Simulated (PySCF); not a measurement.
PySCF 2.14 output of an unrestricted LDA calculation on a single atom or ion in aug-cc-pwCVDZ-PP with ECP10MDF, with scalar relativity through the core potential:

```
SCF conv_tol = 1e-09
number electrons alpha = 13  beta = 11
    P. A. M. Dirac.,  Math. Proc. Cambridge Philos. Soc. 26, 376 (1930)
    F. Bloch.,  Z. Phys. 57, 545 (1929)
    S. H. Vosko, L. Wilk, and M. Nusair.,  Can. J. Phys. 58, 1200 (1980)
cycle= 1 E= -461.498652363717  delta_E= -0.0166  |g|= 0.149  |ddm|= 1.27
cycle= 2 E= -461.499103805012  delta_E= -0.000451  |g|= 0.124  |ddm|= 0.281
cycle= 3 E= -461.50031249454  delta_E= -0.00121  |g|= 0.00364  |ddm|= 0.153
cycle= 4 E= -461.50031528792  delta_E= -2.79e-06  |g|= 0.000105  |ddm|= 0.0101
cycle= 5 E= -461.500315290812  delta_E= -2.89e-09  |g|= 4.3e-06  |ddm|= 0.00028
cycle= 6 E= -461.50031529082  delta_E= -7.62e-12  |g|= 1.59e-07  |ddm|= 1.48e-05
converged SCF energy = -461.50031529082  <S^2> = 2.0007168  2S+1 = 3.0004779
```

The run itself started from symmetry-adapted Hartree-Fock orbitals and held the occupation by maximum overlap, on a logarithmic radial grid, so the iterations belong to that start.

Which element, charge and spin multiplicity is this?

Kr²⁺ (krypton, charge +2), multiplicity 3; the state was [Ar] 3d10 4s2 4p4, high-spin 3P determinant.

Energies and moments cover only the electrons outside the core potential.
